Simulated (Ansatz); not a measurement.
A made-up structure of CH4OTe, closed shell:

```
atom    x (Å)    y (Å)    z (Å)
  C1  -0.7022   0.7411  -0.0979
 Te2   0.8255  -0.3223  -1.1294
  O3   1.5858  -1.1804   0.4693
  H4  -1.4429   0.0538   0.3048
  H5  -1.1734   1.4056  -0.8248
  H6   1.2807  -0.7082  -2.7105
  H7   1.1514  -2.0300   0.5855
```

It is relaxed with PBE-D4/def2-SVP and then PBE0-D4/def2-TZVP (Ansatz 0.2.0). Atoms count as bonded within 1.22 times the sum of their covalent radii (H–H: 0.88 Å). The end point is not checked to be a true minimum.

(1) Does its bonding change? (Judge from chemistry; the calculation decides.)

## Answers

(1) Computed: No: no bond forms or breaks.

Where it ends: The first stage lowers the energy by 2.84 eV in 20 steps. It ends as CH₄OTe ([CH2][TeH][OH]):
C1  (-0.807, 0.591, -0.618)
Te2  (1.036, 0.120, -1.024)
O3  (1.915, -1.176, 0.240)
H4  (-1.577, -0.168, -0.588)
H5  (-0.943, 1.490, -0.030)
H6  (0.649, -1.155, -2.032)
H7  (1.253, -1.743, 0.649)
(Å)

Labels in which every atom is bracketed show which atoms are joined, not bond orders.

For scale, one of the runs: PBE0-D4/def2-TZVP relaxation, 136 basis functions, launched by `ansatz run in.yaml --threads 2 --pin off --events-out ev --progress --plain --max-ram 4352MiB`. The run took about 25 s on 2 CPU threads of an Arm Neoverse V2 (shared host).
